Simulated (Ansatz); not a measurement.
Gas-phase electronic energies from Ansatz, PBE0-D4/def2-TZVP geometries. CCSD(T)/CBS adds triple-zeta CCSD(T) − MP2 to the extrapolated MP2 energy (def2 sets, frozen cores). This one scheme is used for every species. Functionals use def2-TZVPP. One conformer a species, not always the lowest.

Consider the formal exchange of groups at the Si–N bond: `F[Si](F)(Cl)N[SiH2]Cl` + `F[SiH](F)F` → `F[Si](F)(F)[SiH2]Cl` + `N[Si](F)(F)Cl`.

| level | ΔE (kJ/mol) |
| --- | --- |
| PBE-QIDH | 84.3 |
| PBE | 60.8 |
| SCS-MP2/def2-TZVPP | 97.8 |
| HF/CBS(def2) | 98.4 |

**Question.** What does CCSD(T)/CBS give? (Best estimate.)

**Answer.** Computed: +87.6 kJ/mol. The listed levels differ from it by -3.3, -26.8, 10.2, 10.8 kJ/mol.

Largest T1 diagnostic among the species: 0.012.

From PBE to PBE0 (25 % exact exchange), in def2-TZVPP and without D4, ΔE moves by +8.1 kJ/mol. The D4 term adds +3.3 kJ/mol with B3LYP and +2.1 kJ/mol with PBE0; it sums over pairs of atoms, weighted by their polarisabilities, and B3LYP, whose exchange is more repulsive, gets the larger term.

B3LYP here is the variant with VWN-RPA as its local correlation; programs differ in this.
